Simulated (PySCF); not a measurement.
# A run, input to output

The script drives PySCF SCF with an in-house response code with single-precision fitted integrals, so total energies wander by about 1e-6 Eh between cycles (the fitting error itself is about 1e-3 Eh and cancels in differences); atoms count from 0. Kgrid is the grid level of the response kernel; vcut the energy (Eh) above which virtual orbitals leave the response; delta the states run by ΔSCF (the anion only where the lumo is low enough to bind); pop asks for populations, which are stored and not printed; grid is the SCF grid level (2 if not given).

The basis has no diffuse functions, so the polarisability comes out too low. Without diffuse functions Rydberg states are missing, so unbound LUMOs, wide gaps and states within about 2 eV of the ionisation energy come out too high, and electron affinities are rough.

Job and coordinates (Å):

```
{"job": {"kind": "uv", "basis": "def2-SVP", "grid": 1, "kgrid": 0, "vcut": null, "nstates": 8, "ntriplets": 3, "tda": false, "delta": ["ip_vertical", "ea_vertical", "triplet_vertical"], "pop": true, "xc": "CAM-B3LYP"}, "charge": 0, "multiplicity": 1}
S     -0.045281     1.146928     2.062240
B      0.886948     1.554607     0.358848
B      1.414134     0.055873     1.291528
B     -0.049505     1.016323    -1.031365
B      0.790509    -1.347073     0.427985
B     -1.569881     0.138978     1.287881
B     -0.107660    -0.819923     1.854945
B     -0.961597     1.598817     0.362162
B      1.400710     0.097636    -0.461503
B     -0.097018    -0.764785    -1.016264
B     -1.030727    -1.292531     0.430432
B     -1.548680     0.160886    -0.460845
H      1.489924     2.557506     0.452536
H      2.361764     0.090690     1.980559
H     -2.512436     0.232993     1.978863
H     -0.118773    -1.346241     2.902296
H     -1.510670     2.633031     0.449799
H      2.396806     0.072569    -1.079766
H     -1.663529    -2.279597     0.436577
H     -2.539036     0.193841    -1.087802
S     -0.122287    -1.808889    -2.607883
H      0.002441    -0.786839    -3.446697
S     -0.025669     2.005924    -2.662421
H     -0.059080     3.213952    -2.107777
S      1.740890    -2.985037     0.474323
H      1.465375    -3.326368    -0.781185
```

Command:

```bash
OMP_NUM_THREADS=1 python large_run.py task.json out
```

What does the program print?


```
start: PBE on a coarse grid of 23495 points
cycle   1  E = -1870.7402715679  dE =  2.823e+00  |g| = 8.106e-01  |ddm| = 1.323e+01
cycle   2  E = -1869.0862970267  dE =  1.654e+00  |g| = 2.495e+00  |ddm| = 4.166e+01
cycle   3  E = -1870.9077999715  dE = -1.822e+00  |g| = 3.965e-01  |ddm| = 3.584e+01
cycle   4  E = -1870.9356116686  dE = -2.781e-02  |g| = 2.682e-01  |ddm| = 4.094e+00
cycle   5  E = -1870.9574253032  dE = -2.181e-02  |g| = 5.487e-02  |ddm| = 1.189e+00
cycle   6  E = -1870.9582443030  dE = -8.190e-04  |g| = 1.553e-02  |ddm| = 2.639e-01
cycle   7  E = -1870.9583208471  dE = -7.654e-05  |g| = 6.187e-03  |ddm| = 1.541e-01
final grid: 97693 points
cycle   8  E = -1872.0776230860  dE = -1.185e-02  |g| = 6.967e-02  |ddm| = 4.278e+00
cycle   9  E = -1872.0776162015  dE =  6.884e-06  |g| = 7.579e-02  |ddm| = 7.812e-01
cycle  10  E = -1872.0792892724  dE = -1.673e-03  |g| = 8.233e-03  |ddm| = 2.651e-01
cycle  11  E = -1872.0793113578  dE = -2.209e-05  |g| = 5.036e-03  |ddm| = 9.920e-02
cycle  12  E = -1872.0793206992  dE = -9.341e-06  |g| = 1.444e-03  |ddm| = 2.321e-02
cycle  13  E = -1872.0793217666  dE = -1.067e-06  |g| = 2.774e-04  |ddm| = 8.883e-03
cycle  14  E = -1872.0793203690  dE =  1.398e-06  |g| = 1.124e-04  |ddm| = 1.188e-02
cycle  15  E = -1872.0793232794  dE = -2.910e-06  |g| = 5.738e-05  |ddm| = 7.137e-03
converged SCF energy = -1872.0793232794
Vertical electron affinity (delta-SCF) = 0.4862 eV   <S^2> = 0.756

Static polarisability (au): isotropic 176.903, principal 147.563 188.823 194.322

Singlet excitations
state   eV       nm        f      main configurations
  1   4.5238    274.1   0.00344   H->L 0.91
  2   4.6338    267.6   0.00043   H-1->L 0.86
  3   4.7298    262.1   0.02362   H->L+1 0.69, H-2->L 0.17
  4   4.8513    255.6   0.02672   H-2->L 0.70, H->L+1 0.20
  5   5.0032    247.8   0.03700   H-1->L+1 0.86, H-2->L+1 0.10
  6   5.1551    240.5   0.05328   H-2->L+1 0.84, H-1->L+1 0.10
  7   5.6374    219.9   0.00059   H->L+3 0.82
  8   5.6893    217.9   0.00635   H->L+2 0.41, H-1->L+2 0.15, H-2->L+2 0.12

Triplet excitations (Tamm-Dancoff, eV): 4.3558 4.5203 4.5562
```

Roughly how long does this take on 1 thread of Arm Neoverse V1 (shared host), and how large is the basis?

About 5.4 min of wall time, peak memory 0.68 GiB; 281 basis functions and 1172 fitting functions.
